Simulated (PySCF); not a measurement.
Species: C$_{5}$H$_{9}$, charge 0, multiplicity 2. It need not be the lowest isomer of its formula. SMILES: [CH]1CCCC1
Coordinates optimised at B3LYP-D3(BJ)/def2-TZVP (Ansatz):
```
C
H 1 1.0904
H 1 1.0933 2 107.53
C 1 1.5360 2 113.01 3 -121.17
H 4 1.0904 1 113.01 2 77.18
H 4 1.0933 5 107.53 1 121.17
C 1 1.5420 2 113.09 3 120.96
H 7 1.0947 1 112.85 2 -84.71
H 7 1.1012 8 105.72 1 -120.62
C 7 1.4934 8 113.29 9 -122.01
H 10 1.0809 7 124.19 8 46.08
C 10 1.4934 11 124.19 7 -180.00
H 12 1.0947 10 113.29 11 46.08
H 12 1.1012 13 105.72 10 122.01
```
Charge 0, spin multiplicity 2.

Dispersion corrections to the total energy (kcal/mol) from the dftd3 and dftd4 libraries through PySCF: D3(BJ) without and D4 with the three-body term, each with the damping fitted for the functional named.

```tsv
functional	D3(BJ)	D4
r2SCAN	-1.87	?
BLYP	-14.10	-14.43
revPBE	-17.78	-22.64
BP86	-10.11	-8.19
LC-wPBE	?	-7.00
HSE06	-4.10	-4.86
TPSS	?	-8.64
```

Task: Some entries are withheld; supply them.

Result: 
- r2SCAN, D4: -1.60
- LC-wPBE, D3(BJ): -6.06
- TPSS, D3(BJ): -8.43
